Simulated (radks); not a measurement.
Question: Neutral palladium, configuration [Kr] 4d10. Method: non-relativistic Kohn-Sham, r2SCAN, spin-polarised, spherical densities, point nucleus; meta-GGA in the generalised Kohn-Sham scheme; relativity is left out, which matters for an element this heavy; computed with a radial shooting solver on a logarithmic mesh with Libxc functionals. Some entries of the table are withheld. Estimate them.

orbital  occ.  eigenvalue (hartree)  <1/r> (bohr^-1)
1s          2                   (1)              (2)
2s          2             -123.9442              (3)
2p          6             -115.0038            10.33
3s          2             -22.41639            3.671
3p          6             -18.82252            3.579
3d         10                   (4)            3.415
4s          2              -2.96969            1.388
4p          6              -1.86055            1.269
4d         10              -0.15062              (5)

Answer: 
(1) 1s eigenvalue (hartree): -862.8683
(2) 1s <1/r> (bohr^-1): 45.47
(3) 2s <1/r> (bohr^-1): 10.34
(4) 3d eigenvalue (hartree): -12.22196
(5) 4d <1/r> (bohr^-1): 0.8930
